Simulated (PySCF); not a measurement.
A calculated (r2SCAN, PySCF 2.14, dyall-av2z, no relativity, point nucleus) atom or ion has these occupied shells.

```csv
shell,electrons,orbital energy (eV),"rms radius, mean of both spins (bohr)"
1s α,1,-30469.8,0.0338
1s β,1,-30469.6,0.0338
2s α,1,-4593.1,0.137
2s β,1,-4593.1,0.137
2p α,3,-4307.8,0.118
2p β,3,-4307.6,0.118
3s α,1,-933.94,0.358
3s β,1,-933.82,0.358
3p α,3,-814.34,0.351
3p β,3,-814.18,0.351
3d α,5,-593.10,0.323
3d β,5,-592.93,0.323
4s α,1,-176.41,0.845
4s β,1,-175.99,0.845
4p α,3,-134.88,0.890
4p β,3,-134.46,0.890
4d α,5,-64.918,1.04
4d β,5,-64.206,1.04
5s α,1,-33.992,2.16
5p α,3,-24.408,2.47
```

Q: Name the element and its charge.

A: Te²⁺ (tellurium, charge +2), in [Kr] 4d10 5s1 5p3, high-spin 5S determinant (an excited configuration).
